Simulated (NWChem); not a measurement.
Molecule: SiSbH$_{3}$F$_{2}$; SMILES [F][Sb]([F])[SiH3]

All runs: NWChem. All runs use the structure optimised with PBE0/def2-SVP. def2 effective core potentials on Sb; no spin-orbit coupling. B3LYP is NWChem's, with the RPA form of VWN correlation. Total energies compare along this basis series because the functional is fixed.

```
level             basis functions  energy (Ha)  highest occupied level (eV)  orbital gap (eV)  dipole (D)
----------------  ---------------  -----------  ---------------------------  ----------------  ----------
B3LYP/def2-SVP                 87    -731.1155                        -7.13              5.29        3.23
B3LYP/def2-SVPD               126    -731.1509                        -7.38              5.17        3.47
B3LYP/def2-TZVP               167    -731.4998                        -7.30              5.15        3.37
B3LYP/def2-TZVPP              196    -731.5005                        -7.31              5.15        3.37
```
